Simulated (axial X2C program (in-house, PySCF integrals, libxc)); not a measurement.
## Potential curves of NbTe, 2c

All values were computed with an in-house all-electron X2C program for linear molecules (integrals from PySCF). Two-component (2c) means X2C with spin–orbit coupling and atomic mean-field two-electron Coulomb and Gaunt terms. Basis: Te dyall-cv3z [11s12p8d4f1g], Nb dyall-cv3z [11s12p9d5f3g] (cores contracted in-house); Gaussian nuclei, density fitting, unrestricted open shells. Masses: Te 129.906 u, Nb 92.906 u.

State: Ω = 3/2 (⟨Sz⟩ = 1.50, ⟨Lz⟩ = 0.00 at BLYP). Energies in kJ/mol from the lowest point of each curve. Fits are polynomials in 1 − R0/R over 0.85 to 1.23 times the lowest point R0.

```json
{"R (Å)": "2.3434", "BLYP": "27.62"}
{"R (Å)": "2.4182", "BLYP": "7.80"}
{"R (Å)": "2.4930", "BLYP": "0.00"}
{"R (Å)": "2.5803", "BLYP": "2.04"}
{"R (Å)": "2.6675", "BLYP": "12.50"}
{"R (Å)": "2.7797", "BLYP": "33.87"}
```

The state is a single determinant with fixed occupations, the lowest that a limited PBE0 search found. Density functionals use the spin component along the axis (collinear). With several unpaired electrons one determinant need not be a pure state. This is the top spin component of a Σ state; components of lower Ω are not single determinants and can lie lower. The determinant is spin-polarised beyond a pure state at some levels (its spin-free form has ⟨S²⟩ too high), which makes Re and μ there less reliable.

(1) Fit the BLYP curve near its minimum: give the equilibrium distance and the harmonic wavenumber.

## Answers

(1) At BLYP, 2c: Re = 2.518 Å, ωe ≈ 273 cm⁻¹; Be follows as 0.0491 cm⁻¹.
